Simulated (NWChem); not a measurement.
System: AlH₃; SMILES [AlH3]

Output (shortened):

```
             Northwest Computational Chemistry Package (NWChem) 7.3.0
             --------------------------------------------------------

                             Geometry "geometry" -> ""
                             -------------------------

 Output coordinates in angstroms (scale by  1.889725989 to convert to a.u.)

  No.       Tag          Charge          X              Y              Z
 ---- ---------------- ---------- -------------- -------------- --------------
    1 Al                  13.0000     0.00000000     0.00000000     0.00000000
    2 H                    1.0000     1.12431500     1.12431500     0.00000000
    3 H                    1.0000     0.41152800    -1.53584300     0.00000000
    4 H                    1.0000    -1.53584300     0.41152800     0.00000000

 Effective nuclear repulsion energy (a.u.)      13.5560888094

  pbe96 is a nonlocal functional; adding pw91lda local functional.
                              NWChem Property Module
                              ----------------------

                                 NWChem DFT Module
                                 -----------------

 Summary of "ao basis" -> "ao basis" (spherical)
 ------------------------------------------------------------------------------
       Tag                 Description            Shells   Functions and Types
 ---------------- ------------------------------  ------  ---------------------
 Al                         def2-svp                 8       18   4s3p1d
 H                          def2-svp                 3        5   2s1p

            General Information
            -------------------
          SCF calculation type: DFT
          Wavefunction type:  closed shell.
          No. of atoms     :     4
          No. of electrons :    16
           Alpha electrons :     8
            Beta electrons :     8
          Charge           :     0
          Spin multiplicity:     1
          Use of symmetry is: off; symmetry adaption is: off
          Maximum number of iterations: 150
          AO basis - number of functions:    33
                     number of shells:    17
          Convergence on energy requested:  1.00D-06
          Convergence on density requested:  1.00D-05
          Convergence on gradient requested:  5.00D-04

              XC Information
              --------------
          PerdewBurkeErnzerhof Exchange Functional  1.000
            Perdew 1991 LDA Correlation Functional  1.000 local
           PerdewBurkeErnz. Correlation Functional  1.000 non-local

             Grid Information
             ----------------
          Grid used for XC integration:  medium
          Radial quadrature: Mura-Knowles
          Angular quadrature: Lebedev.
          Tag              B.-S. Rad. Rad. Pts. Rad. Cut. Ang. Pts.
          ---              ---------- --------- --------- ---------
          Al                  1.25       88           7.0       590
          H                   0.35       45           8.0       434
          Grid pruning is: on
          Number of quadrature shells:   223
          Spatial weights used:  Erf1

      Superposition of Atomic Density Guess
      -------------------------------------

 Sum of atomic energies:        -243.28925424

      Non-variational initial energy
      ------------------------------

 Total energy =    -243.274615
 1-e energy   =    -364.794769
 2-e energy   =     107.964065
 HOMO         =      -0.360959
 LUMO         =      -0.021081

   convergence    iter        energy       DeltaE   RMS-Dens  Diis-err
 ---------------- ----- ----------------- --------- --------- ---------
 d= 0,ls=0.0,diis     1   -243.9525803718 -2.58D+02  1.13D-02  5.70D-02
 d= 0,ls=0.0,diis     2   -243.9602471602 -7.67D-03  5.31D-03  5.99D-03
 d= 0,ls=0.0,diis     3   -243.9616570361 -1.41D-03  1.42D-03  9.77D-04
 d= 0,ls=0.0,diis     4   -243.9618620513 -2.05D-04  5.11D-05  2.38D-06
 d= 0,ls=0.0,diis     5   -243.9618624656 -4.14D-07  9.28D-06  6.00D-08

         Total DFT energy =     -243.961862465572
      One electron energy =     -365.449151180430
           Coulomb energy =      127.485606087881
    Exchange-Corr. energy =      -19.554406182457
 Nuclear repulsion energy =       13.556088809434

 Numeric. integr. density =       16.000006122119

                       DFT Final Molecular Orbital Analysis
                       ------------------------------------

 Vector    6  Occ=2.000000D+00  E=-3.760654D-01
              MO Center=  4.4D-07,  1.6D-07, -2.8D-10, r^2= 2.3D+00
   Bfn.  Coefficient  Atom+Function         Bfn.  Coefficient  Atom+Function
  ----- ------------  ---------------      ----- ------------  ---------------
     3      0.596807  1 Al s                  2      0.346825  1 Al s
    19      0.195805  2 H  s                 24      0.195805  3 H  s
    29      0.195805  4 H  s                  4      0.105778  1 Al s
    20      0.074361  2 H  s                 25      0.074360  3 H  s
    30      0.074361  4 H  s                  1      0.056665  1 Al s

[...]

 DFT Linear Response polarizability / au
 Frequency  =       0.0000000 / au
              X              Y              Z
 -----------------------------------------------
 X      31.8677973     -0.0000420     -0.0000000
 Y      -0.0000420     31.8678069     -0.0000000
 Z      -0.0000000     -0.0000000     18.4648492
 -----------------------------------------------
 Eigenvalues =      31.8677598     31.8678444     18.4648492
 Isotropic   =      27.4001511
 Anisotropic =      13.4029529
 -----------------------------------------------

 Magnetic Dipole Response Matrix (nonzero elements):

 Exiting AOResponse driver routine
```

Level: PBE/def2-SVP. All runs use the structure optimised with PBE0/def2-SVP.

**Question.** Reconstruct the input file.

**Answer.** One answer among several that fit: the input that was run:
```
start job
memory heap 200 mb stack 900 mb global 1100 mb
geometry units angstroms noautosym nocenter noautoz
  Al     0.000000     0.000000     0.000000
  H      1.124315     1.124315     0.000000
  H      0.411528    -1.535843     0.000000
  H     -1.535843     0.411528     0.000000
end
basis spherical
  * library def2-svp
end
dft
  xc xpbe96 cpbe96
  iterations 150
end
property
  response 1 0.0
end
task dft property
```
